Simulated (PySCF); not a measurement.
CH₃F₃OSi, SMILES O[Si](F)(F)CF. Atoms are numbered in the order given.

```xyz
9

O     -1.1832     0.5206     1.0125
Si    -0.3126    -0.2652    -0.1242
F     -0.4954    -1.8555     0.0447
F     -0.8419     0.0740    -1.6084
C      1.4951     0.2177     0.0583
F      1.5072     1.4674     0.6860
H     -0.7237     1.2728     1.4069
H      2.0210     0.2970    -0.9075
H      2.0460    -0.5015     0.6882
```
Charge 0, spin multiplicity 1.

Geometry: ωB97X-D3(BJ)/def2-SVP. This is a generated structure with no PubChem entry under its InChIKey; it may be hypothetical. The values are those of a single conformer.

Two levels are set side by side: PBE/pcSseg-1 (PySCF) and HF/pcSseg-1 (PySCF). GIAO shifts against CFCl3 (¹⁹F), H2O (¹⁷O), TMS (²⁹Si), TMS (¹H), TMS (¹³C) at the same level; non-relativistic, no solvent, atoms listed together averaged. Differences are taken from unrounded values.

```
quantity                 PBE
--------------------  ------
δ(¹⁷O) of O1 (ppm)      61.0
δ(²⁹Si) of Si2 (ppm)   -45.6
δ(¹³C) of C5 (ppm)      79.6
δ(¹⁹F) of F6 (ppm)    -327.9
δ(¹H) of H7 (ppm)       3.69
```

**Question.** These are the PBE values. What does HF give? (The exact figures need the calculation; the answer reports its results.)

**Answer.** 
| quantity | HF | PBE minus HF |
|---|---|---|
| δ(¹⁷O) of O1 (ppm) | 33.5 | 27.6 |
| δ(²⁹Si) of Si2 (ppm) | -57.5 | 11.9 |
| δ(¹³C) of C5 (ppm) | 68.9 | 10.7 |
| δ(¹⁹F) of F6 (ppm) | -264.1 | -63.8 |
| δ(¹H) of H7 (ppm) | 4.02 | -0.33 |

Rough cost on one machine, each run with all the roots and properties that it gave: HF against PBE within a factor of 2.
